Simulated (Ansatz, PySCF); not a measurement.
This Ansatz (a first-principles code) input computes a B3LYP/def2-TZVPD energy:

Ansatz 0.2 input:
```yaml
crystal:
  periodic: [false, false, false]
  atoms:
    - {symbol: N, position_ang: [0.89819675, -0.79076357, -0.08377368]}
    - {symbol: C, position_ang: [-0.28056431, -0.22367917, 0.05090285]}
    - {symbol: O, position_ang: [-0.63522249, 0.98571426, 0.03683495]}
    - {symbol: H, position_ang: [1.57052150, -0.02489384, -0.21783311]}
    - {symbol: H, position_ang: [-1.09273298, -0.98340020, 0.20415215]}
basis:
  gaussian:
    orbitals: def2-TZVPD
hamiltonian:
  xc: {name: B3LYP}
total_charge: -1
output: {forces: true}
```

Q: Write an input for the same energy in PySCF and say what it gives.

A: 
```python
from pyscf import gto, scf, dft

mol = gto.M(
    atom='''
    N     0.89819675   -0.79076357   -0.08377368
    C    -0.28056431   -0.22367917    0.05090285
    O    -0.63522249    0.98571426    0.03683495
    H     1.57052150   -0.02489384   -0.21783311
    H    -1.09273298   -0.98340020    0.20415215
    ''',
    basis='def2-tzvpd',
    charge=-1,
    spin=0,
    verbose=4,
)

mf = dft.RKS(mol, xc='b3lyp').density_fit(auxbasis='def2-universal-jkfit')
mf.grids.level = 3
mf.conv_tol = 1e-9
mf.max_cycle = 100
mf.max_memory = 1500
mf.kernel()
if not mf.converged:
    mf = mf.newton()
    mf.kernel(mf.make_rdm1())
mf.analyze()
```
It gives -169.38701 Eh, and Ansatz -169.38698 Eh, a difference of 0.03 mEh, from the treatment of integrals and grids.
